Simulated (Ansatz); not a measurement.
Consider the formal exchange of groups at the Se–C bond: `[AlH2]/[N]=C\[SeH]` + `C=CN=C` → `C=C/N=C\[SeH]` + `C=[N][AlH2]`.

Computed with Ansatz on PBE0-D4/def2-TZVP structures; ΔE is electronic, products minus reactants. CCSD(T)/CBS is the MP2 limit (def2-TZVPP, def2-QZVPP) plus CCSD(T) − MP2 in def2-TZVPP, frozen cores. Double bonds are as drawn, so ΔE can hold a change between cis and trans. Functionals use def2-TZVPP. B3LYP here is the variant with VWN-RPA as its local correlation; programs differ in this. For Se outer-core shells are correlated without core-valence functions, which leaves a few kJ/mol of doubt a bond. Scalar relativity is left out up to krypton. Each species was taken in one conformer, which may not be the lowest.

| level | ΔE (kJ/mol) | difference from CCSD(T)/CBS |
| --- | --- | --- |
| PBE-D4 | 18.6 | 0.3 |
| r2SCAN-D4 | 20.2 | 1.9 |
| PBE0-D4 | 19.9 | 1.6 |
| B3LYP-D4 | 21.2 | 2.9 |
| PBE | 21.7 | 3.4 |
| PBE0 | 22.5 | 4.2 |
| B3LYP | 26.2 | 7.9 |
| MP2/def2-TZVPP | 17.0 | -1.3 |
| SCS-MP2/def2-TZVPP | 18.2 | -0.1 |
| CCSD/CBS(def2) | 19.3 | 1.0 |
| CCSD(T)/CBS | 18.3 | 0 |

Largest T1 diagnostic among the species: 0.015.

The D4 term adds −5.0 kJ/mol with B3LYP and −2.6 kJ/mol with PBE0; it sums over pairs of atoms, weighted by their polarisabilities, and B3LYP, whose exchange is more repulsive, gets the larger term. In def2-TZVPP, CCSD(T) changes the Hartree–Fock value by −10.6 kJ/mol (the triples alone add −1.0 kJ/mol) and MP2 by −12.7 kJ/mol.
